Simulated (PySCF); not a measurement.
**Excitation energies in several basis sets**

Species: ethyl butanoate, C6H12O2.
SMILES: `CCCC(=O)OCC`

TDDFT with PBE0 (PySCF), vertical singlets, core orbitals frozen in the response, spherical d and f functions. Isolated species at its PBE0-D3(BJ)/def2-SVP geometry (one conformer only).

**Question.** How do the low singlets change with the basis? Take 6-31G*, 6-31+G*, def2-SVP and aug-cc-pVDZ.

**Answer.** 

```tsv
basis	functions	diffuse	S1 (eV)	S2 (eV)	S3 (eV)	S4 (eV)	S5 (eV)	LUMO (eV)	α (au)
6-31G*	136	no	5.87	8.11	8.41	8.81	9.06	0.74	69.3
6-31+G*	168	yes	5.87	7.35	7.73	7.73	7.88	0.26	76.8
def2-SVP	172	no	5.88	8.09	8.35	8.58	8.69	0.54	71.0
aug-cc-pVDZ	292	yes	5.83	6.93	7.25	7.33	7.50	-0.08	83.6
```

States are compared by their number. Against the largest diffuse basis here (aug-cc-pVDZ, itself not a converged limit), sets without diffuse functions differ by up to 0.04 eV in S1 and 1.56 eV in S5; the smaller diffuse sets differ by up to 0.03 and 0.38 eV. State by state, the largest deviation of a set without diffuse functions is S1 0.04, S2 1.18, S3 1.16, S4 1.48, S5 1.56 eV. The same number needn't mean the same state in each row. Against aug-cc-pVDZ the polarisability deviates by -17% in 6-31G*, -8% in 6-31+G*, -15% in def2-SVP. A single + in a Pople set puts diffuse functions on heavy atoms only.
